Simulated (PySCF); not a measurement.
# Lu (lutetium, neutral) across methods

[Xe] 4f14 6s2 7s1, 2S determinant (an excited configuration). Calculation: PySCF 2.14, in x2c-TZVPPall with one added diffuse shell each of s, p, d type (12s8p8d2f2g, 108 functions); scalar relativity by spin-free X2C-1e.

| method | E (hartree) | mean ε 6s β (eV) | mean ε 6s α (eV) | mean ε 7s α (eV) | Σ⟨r²⟩ (bohr²) | ⟨S²⟩ |
| --- | --- | --- | --- | --- | --- | --- |
| M06-2X | -14564.75 | -8.713 | -8.367 | -2.202 | 131.4 | 0.753 |
| PBE0 | -14563.11 | -8.375 | -8.446 | -1.752 | 143.5 | 0.750 |
| r2SCAN | -14563.44 | -7.876 | -7.850 | -1.484 | 143.6 | 0.751 |
| revPBE | -14563.76 | -7.688 | -7.728 | -1.540 | 143.8 | 0.750 |
| PBE | -14563.36 | -7.737 | -7.792 | -1.526 | 142.2 | 0.750 |
| PW91 | -14564.89 | -7.788 | -7.847 | -1.532 | 141.8 | 0.750 |
| LDA | -14553.75 | -7.915 | -7.972 | -1.482 | 138.0 | 0.750 |

Estimate the same row for UHF.

E (hartree) = -14558.26009; mean ε 6s β (eV) = -9.474; mean ε 6s α (eV) = -9.633; mean ε 7s α (eV) = -2.121; Σ⟨r²⟩ (bohr²) = 148.4; ⟨S²⟩ = 0.750.

Spin-orbit coupling, which splits the p, d and f shells strongly at this Z, is absent. The outer electron is Rydberg-like, and this basis confines it to a smaller radius and binds it less than a complete one would.
